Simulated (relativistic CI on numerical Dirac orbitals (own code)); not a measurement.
# Crystal-field levels of Nd²⁺, 4f4

Calculated by Dirac-Coulomb-Breit CI, KLI orbitals optimised for each configuration, QED by a radiative potential, valence Slater integrals scaled by 0.75, one configuration in a parametric crystal field (own radial code).

Field parameters in Wybourne normalisation; cubic f-shell fields have B⁴₄ = √(5/14) B⁴₀ and B⁶₄ = −√(7/2) B⁶₀. The field is a parameter set, without covalency.

S is read from ⟨S²⟩ = S(S + 1).

Levels (cm⁻¹, degeneracy): 0 (2), 53 (3), 155 (3), 160 (1), 1172 (3), 1211 (2), 1224 (3), 1240 (3), 2397 (3), 2404 (2), 2446 (3), 2449 (3).

Q: Which field gives this pattern?
A. Oh, B40 = 1060, B60 = 310 cm⁻¹
B. Oh, B40 = -430, B60 = -280 cm⁻¹
C. Oh, B40 = -690, B60 = -280 cm⁻¹

A: B. Oh, B40 = -430, B60 = -280 cm⁻¹, ground level with S = 1.98.
